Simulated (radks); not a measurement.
The numbers below are computed, except where a source is named.
All-electron atom: the zirconium ion Zr+ in [Kr] 4d1 5s1 5p1 (not the ground configuration).

Level of theory: scalar-relativistic Kohn-Sham, r2SCAN, spin-polarised, spherical densities, finite nucleus; open shells are filled with parallel spins first (spin-orbit coupling, left out, can overturn this in heavy ions); meta-GGA in the generalised Kohn-Sham scheme; Fermi nuclear charge, rms radius 4.2694 fm (a radial shooting solver on a logarithmic mesh with Libxc functionals).

Energy parts (eV):
total: -97924.665
kinetic: 100691.327
electron-nucleus: -235354.206
Hartree: 39841.285
exchange-correlation: -3103.071

Orbitals (lengths in bohr, moments of r in powers of bohr; r(max) is where P^2 peaks; r(90%) holds 90 % of the orbital's charge):
orbital  occ.  eigenvalue (eV)  r(90%)   r(max)
1s up       1        -17877.21  0.0664  0.02414
1s down     1        -17877.17  0.0664  0.02414
2s up       1        -2498.418   0.251   0.1369
2s down     1        -2498.272   0.251   0.1369
2p up       3        -2226.766   0.231   0.1095
2p down     3        -2226.643   0.231   0.1095
3s up       1        -424.0939   0.676   0.4075
3s down     1        -423.9952   0.676   0.4075
3p up       3        -334.6753   0.698   0.4019
3p down     3        -334.5553   0.698   0.4020
3d up       5        -188.4518   0.727   0.3485
3d down     5        -188.2728   0.727   0.3485
4s up       1         -67.4071    1.76    1.077
4s down     1         -66.5229    1.76    1.076
4p up       3         -44.4803    2.01    1.175
4p down     3         -43.4682    1.99    1.173
4d up       1         -13.4045    3.23    1.531
4d down     0         -11.3630    3.03    1.495
5s up       1         -12.5639    4.72    2.924
5p up       1          -8.1684    5.61    3.458

The highest occupied level is 5p up at -8.168 eV. The configuration is held as typed, so some empty levels lie below it. The density falls to 0.001 e/bohr^3 at r = 4.90 bohr. Spin moment in Bohr magnetons: 3. Summed over all electrons, <r^2> = 54.32 bohr^2, which gives a Langevin (diamagnetic) susceptibility term of -43 x 10^-6 cm^3/mol. The electron density at the nucleus is 7.605e+04 e/bohr^3 (large components only). The spin density at the nucleus is 12.01 e/bohr^3 (1s 0.07, 2s -0.15, 3s 0.26, 4s -0.42, 5s 12.25).
